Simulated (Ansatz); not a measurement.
Consider the ligand exchange at the Si–O bond: `N[SiH](O)Cl` + `N[SiH](O)O` → `N[Si@H](Cl)O[Si@@H](N)O` + H₂O.

Program: Ansatz. Geometries: PBE0-D4/def2-TZVP. ΔE: electronic, gas phase. CCSD(T)/CBS is the MP2 limit (def2-TZVPP, def2-QZVPP) plus CCSD(T) − MP2 in def2-TZVPP, frozen cores. This one scheme is used for every species. DFT in def2-TZVPP. Each species was taken in one conformer, which may not be the lowest.

```
  level  ΔE (kJ/mol)
ωB97M-V        -17.8
    PBE         -7.5
```

(1) What does CCSD(T)/CBS give? (Best estimate.)

Largest T1 diagnostic among the species: 0.011.

Results:

(1) Ansatz gave: -22.1 kJ/mol. The listed levels differ from it by 4.3, 14.6 kJ/mol.

From PBE to PBE0 (25 % exact exchange), in def2-TZVPP and without D4, ΔE moves by −4.1 kJ/mol. The D4 term adds −12.5 kJ/mol with B3LYP and −7.7 kJ/mol with PBE0; it sums over pairs of atoms, weighted by their polarisabilities, and B3LYP, whose exchange is more repulsive, gets the larger term.

B3LYP here is the variant with VWN-RPA as its local correlation; programs differ in this.
